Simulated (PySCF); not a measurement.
A structure optimised at PBE-D3(BJ)/def2-SVP, used in a PySCF frequency run:

```
C
H 1 1.1116
H 1 1.1119 2 105.24
N 1 1.4702 2 109.94 3 118.15
H 4 1.0285 1 110.14 2 179.10
H 4 1.0286 5 106.06 1 119.94
Si 1 1.8840 2 110.40 3 -117.92
F 7 1.6422 1 106.46 2 -178.74
H 7 1.4990 8 106.54 5 -96.05
Cl 7 2.0771 9 109.32 8 116.41
```

Problem. Write its SMILES and formula.

Solution. NC[Si@H](F)Cl, CH5ClFNSi

Problem. What are its rotational constants (standard atomic weights)?

Solution. 5.4728, 1.7527, 1.4314 GHz
